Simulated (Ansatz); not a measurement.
System: C2H10N2Si, net charge 0, singlet state. SMILES: C[Si](C)(N)N
Coordinates optimised at B3LYP-D3(BJ)/def2-TZVP (Ansatz, a first-principles code):
```
Si
N 1 1.7232
H 2 1.0068 1 121.33
H 2 1.0076 3 111.68 1 -153.03
N 1 1.7232 2 105.70 3 155.70
H 5 1.0068 1 121.33 2 155.70
H 5 1.0076 6 111.68 1 -153.03
C 1 1.8761 2 105.35 3 32.35
H 8 1.0921 1 111.16 2 59.74
H 8 1.0924 9 107.87 1 -121.53
H 8 1.0937 9 107.89 10 -115.76
C 1 1.8761 2 116.01 3 -88.00
H 12 1.0921 1 111.16 2 -56.77
H 12 1.0924 13 107.87 1 -121.53
H 12 1.0937 13 107.89 14 -115.76
```
Charge 0, spin multiplicity 1.

Atomisation energy built up term by term with Ansatz (kcal/mol; UHF references for open shells; valence terms freeze the core; atomic spin-orbit terms are left out). CBS(X,Y): correlation extrapolated as X^-3; Hartree-Fock from the larger set.

| term | basis | kcal/mol |
|---|---|---|
| Hartree-Fock | cc-pV(Q+d)Z | [?] |
| CCSD correlation | CBS(cc-pV(T+d)Z,cc-pV(Q+d)Z) | [?] |
| (T) | CBS(cc-pV(T+d)Z,cc-pV(Q+d)Z) | 18.28 |
| core correlation | cc-pwCVTZ | 4.01 |
| scalar relativity (X2C) | cc-pVTZ-DK against cc-pVTZ | -1.73 |
| sum: De |  | [?] |

Task: Some entries are withheld; supply them.

Result: 
- Hartree-Fock, kcal/mol: 967.94
- CCSD correlation, kcal/mol: 342.17
- sum: De, kcal/mol: 1330.7
